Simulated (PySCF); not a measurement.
**[C7H8]+: g tensor and hyperfine couplings**

Species: C₇H₈ (charge +1 and doublet state).
Atom-mapped SMILES: `[CH2+:1][CH:2]/[CH:3]=[CH:4]/[C:5]#[C:6][CH3:7]` (hydrogens: H8, H9 on C1; H10 on C2; H11 on C3; H12 on C4; H13, H14, H15 on C7)

Structure used (GFN2-xTB), in Å, numbered top down from 1:
```
atom  x, y, z in Å
C1    -3.534   -0.352    0.718
C2    -2.552   -0.061   -0.172
C3    -1.185   -0.089    0.179
C4    -0.178    0.207   -0.720
C5     1.152    0.184   -0.383
C6     2.343    0.167   -0.095
C7     3.716    0.150    0.236
H8    -3.309   -0.621    1.739
H9    -4.573   -0.326    0.436
H10   -2.810    0.205   -1.190
H11   -0.921   -0.354    1.196
H12   -0.426    0.473   -1.743
H13    4.193    1.075   -0.102
H14    4.209   -0.661   -0.312
H15    3.872    0.010    1.305
```

The hyperfine couplings belong to this conformer and change with its torsions.

Method: UKS B3LYP, pcH-1 on C H, non-relativistic, mean-field spin-orbit, GIAO (PySCF). Geometry: GFN2-xTB, one conformer, isolated ion. The geometry wasn't refined by DFT: couplings that depend on bond lengths, twists or pyramidal angles can differ widely from those at the functional's own minimum, by a factor of two or more for some ions and for spin on atoms past the first row. No stability test was run, so a lower SCF solution isn't excluded.

| Quantity | Value |
| --- | --- |
| g1, g2, g3 | 2.00218, 2.00294, 2.00428 |
| g_iso | 2.00313 |
| Form of g | rhombic: the two nearest values differ by 36 % of g3 − g1 |
| ⟨S²⟩ | 0.7695 (exact 0.7500) |
| α and β electrons | 25, 24 |
| HOMO–LUMO gap, α and β orbitals | 4.27, 2.85 eV |
| Basis functions | 255 |

Isotropic coupling and dipolar principal values T1 to T3, in MHz:

```csv
atom,isotope,a_iso,T1,T2,T3,Mulliken spin population
C1,13C,29.8,-31.0,-30.7,61.8,0.40
C2,13C,-18.3,-4.5,0.3,4.2,-0.06
C3,13C,10.0,-17.7,-15.4,33.1,0.19
C4,13C,5.1,-15.3,-13.7,29.1,0.17
C5,13C,-20.1,-11.7,-0.4,12.0,0.00
C6,13C,20.3,-28.3,-25.6,53.9,0.32
C7,13C,-12.4,-2.3,-0.9,3.2,-0.02
H8,1H,-24.8,-13.3,-2.1,15.3,-0.02
H9,1H,-25.9,-14.7,-1.6,16.3,-0.02
H10,1H,2.2,-3.3,-0.7,4.0,0.00
H11,1H,-13.0,-5.2,-3.2,8.4,-0.01
H12,1H,-13.7,-6.6,-2.4,9.0,-0.01
H13,1H,50.8,-2.9,-1.4,4.3,0.02
H14,1H,72.1,-3.1,-1.4,4.5,0.03
H15,1H,3.5,-1.9,-1.5,3.4,0.00
```

The largest Mulliken spin populations are on C1 (+0.40), C6 (+0.32), C3 (+0.19) and C4 (+0.17). Four atoms exceed +0.15.

The SMILES `[CH2+][CH]/C=C/C#CC` draws the unpaired electron on C2, whose computed spin population is only -0.06.

Axes: g2 points within 9° of the C1–H8 bond.

Under fast tumbling the dipolar parts average out, and these isotropic splittings remain: 3 × 1H (H13/H14/H15, I = 1/2, 4 lines) with 1.50 mT, 1 × 1H (H9, I = 1/2, 2 lines) with 0.92 mT, 1 × 1H (H8, I = 1/2, 2 lines) with 0.89 mT, 1 × 1H (H12, I = 1/2, 2 lines) with 0.49 mT, 1 × 1H (H11, I = 1/2, 2 lines) with 0.47 mT and 1 × 1H (H10, I = 1/2, 2 lines) with 0.08 mT.

Class means assume fast exchange of nuclei equivalent by connectivity; if that motion is slow, each nucleus keeps its own coupling. H8 and H9 aren't averaged: C1 is flat or nearly so (angle sum 360°), and its turn about the short C1–C2 bond (1.36 Å) is taken as slow. The three 1H nuclei of mean +42.2 MHz run from 3.5 to 72.1 MHz in the frozen geometry.

The 13C coupling of C1 (29.8 MHz) shows only in satellite lines or after enrichment, since that isotope makes up about 1.07 % of natural carbon.

Examples of negative spin density at the nucleus (bohr⁻³): C5 (-0.0179), C2 (-0.0163) and C7 (-0.0110).

On one thread of an Arm Neoverse V2, shared host with 96 logical CPUs at a one-minute load of 51, this took 51 s wall (grids of density and orbitals included) and 0.96 GiB of memory at its peak.
